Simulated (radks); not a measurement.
Spherical quantum dot in the effective-mass picture: electrons in a parabolic well V = omega^2 r^2 / 2 with omega = 0.408, all in effective atomic units (hartree* = m*/eps^2 hartree, bohr* = eps/m* bohr), one dielectric constant everywhere. Calculated with a radial shooting solver with Libxc functionals: non-relativistic Kohn-Sham, LDA (Slater exchange, Perdew-Wang correlation), spin-polarised, spherical densities. Levels are named by radial order and angular momentum (1s, 1p, 1d, 2s, ...), and open shells are averaged over m. Results are scaled to m* = 0.562 and eps = 18, for which hartree* = 47.2 meV and bohr* = 1.695 nm.

N = 14, configuration 1s2 1p6 1d(up 5, down 1). This is the lowest configuration that the search found. Occupied and some empty levels:

level    occupation  eigenvalue (meV)  <r> (nm)
1s up             1            209.17     4.704
1s down           1            210.55     4.592
1p up             3            217.09     5.734
1p down           3            218.85     5.704
1d up             5            226.53     6.448
1d down           1            228.38     6.460
2s up             0            229.70     5.434
2s down           0            230.78     5.501
1f up             0            237.24     7.018
1f down           0            239.05     7.052
2p up             0            241.84     6.170
2p down           0            242.98     6.189

Energy (meV): total 1943.76, kinetic 201.39, external 720.09, Hartree 1198.5, exchange-correlation -176.24.

Electron density:

r (nm)  n(r) (e/nm^3)
0.554        0.004534
1.48         0.005332
2.40         0.006672
3.33         0.008105
4.25         0.008941
5.18         0.008527
6.10         0.006737
7.03         0.004239
7.95         0.002051
8.87        0.0007476
9.80        0.0002027
10.7       0.00004088
11.6        6.182e-06
